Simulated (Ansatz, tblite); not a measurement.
Spin states of the cluster Pb3O4⁺ (the lowest doublet isomer of a short search), each relaxed with PBE0-D4/def2-SVP in Ansatz. Electronic energies in the gas phase.

In the def2 sets Pb takes a core potential; there is no spin–orbit coupling. The xTB rows come from tblite. Correlated methods freeze 16 core orbitals; core or outer-core shells of Pb are correlated, in sets that lack core-valence functions. The rows differ in basis, and correlated rows in double-zeta sets carry the largest basis error. The structure holds one bond between oxygen atoms, so isomers without such links may lie far lower. In the quartet geometry the species has come apart into loosely held pieces. The structure comes from a short search, and lower isomers may exist.

Doublet geometry:

```xyz
7

Pb    0.226   -2.358   -1.072
Pb    0.805    0.994   -1.211
Pb    0.264   -0.239    2.410
O     0.107   -0.699   -2.284
O     0.779   -0.709    0.432
O    -1.074    1.416    1.496
O    -1.107    1.595    0.230
```

Quartet geometry:

Cartesian coordinates in Å:
```
Pb -1.244 -0.017 -2.078
Pb 1.759 0.576 -0.692
Pb -0.268 -2.518 0.967
O 0.391 1.290 -2.109
O 0.068 -0.905 -0.480
O -0.732 0.371 2.384
O 0.027 1.202 2.008
```

⟨S²⟩: doublet 0.76 at PBE0-D4/def2-TZVP (pure 0.75), quartet 3.76 at PBE0-D4/def2-TZVP (pure 3.75).

Only these spin states were relaxed. The quartet has fallen apart into loose fragments. The quartet has other bonds than the doublet, so the gap mixes isomer and spin.

```
              level  quartet − doublet (kJ/mol)  lowest of these
           GFN1-xTB                       431.1          doublet
           GFN2-xTB                       320.5          doublet
        HF/def2-SVP                         5.7          doublet
       HF/def2-TZVP                         8.0          doublet
   PBE-D4/def2-TZVP                       144.5          doublet
revPBE-D4/def2-TZVP                       131.8          doublet
r2SCAN-D4/def2-TZVP                       125.8          doublet
 PBE-QIDH/def2-TZVP                       104.3          doublet
       MP2/def2-SVP                        67.6          doublet
      MP2/def2-TZVP                       101.2          doublet
      CCSD/def2-SVP                        73.7          doublet
   CCSD(T)/def2-SVP                        82.2          doublet
```

The xTB methods have no term that favours high spin, so they put low spin too low.
